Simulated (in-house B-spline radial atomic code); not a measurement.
Configurations of Ar III (Ar2+), with energies counted from [Ne] 3s2 3p4. Level of theory: scalar-relativistic (X2C) PBE0, spin-polarised, spherical fractional occupations, exact exchange averaged over the configuration, Fermi nucleus of rms radius 3.4274 fm; calculated with an all-electron radial atomic-structure program (B-spline basis). Shells without spins written out take the highest spin.

Occupations are held fixed; configurations that lie above the ionisation limit could autoionise.

```tsv
configuration	E - E(ref) (eV)	highest orbital	its <r> (bohr)
[Ne] 3s1 3p5	15.618	3p down	1.482
[Ne] 3s2 3p3 4s1	21.352	4s up	3.331
[Ne] 3s2 3p3 4p1	24.995	4p up	3.815
[Ne] 3s2 3p3 4d1	29.842	4d up	4.96
```

(1) Order these further configurations by energy, lowest first.
A. [Ne] 3s1 3p4 4d1
B. [Ne] 3s1 3p4 4p1
C. [Ne] 3s1 3p4 3d1
D. [Ne] 3s1 3p4 4f1

## Answers

(1) C (32.685 eV), B (40.513 eV), A (45.374 eV), D (48.056 eV).
